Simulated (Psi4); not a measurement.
A dimer, C2H4 ··· H4O4Si (SMILES C=C and O[Si](O)(O)O); the first 6 atoms form monomer A.

```
15

C     -0.3163     0.1106     0.5713
C      0.3163    -0.1106    -0.5713
H     -0.8694     1.0251     0.7485
H     -0.3074    -0.6136     1.3769
H      0.3074     0.6136    -1.3769
H      0.8694    -1.0251    -0.7485
O      0.7007     3.1229    -0.4806
Si     1.6750     2.8981     0.8136
O      2.3231     1.4053     0.6517
O      0.7440     3.1282     2.1383
O      2.9320     3.9360     0.9451
H      0.0324     3.8094    -0.4134
H      1.7593     0.7186     0.2872
H      1.1949     3.3102     2.9666
H      3.7132     3.7491     0.4187
```

Task: What interaction energy does SAPT0/jun-cc-pVDZ, frozen core in Psi4 give, and which attractive term is the largest?

Result: Total 2.29 kcal/mol: electrostatics -13.34, exchange 27.65, induction -5.88, dispersion -6.14. The most attractive term is electrostatics.
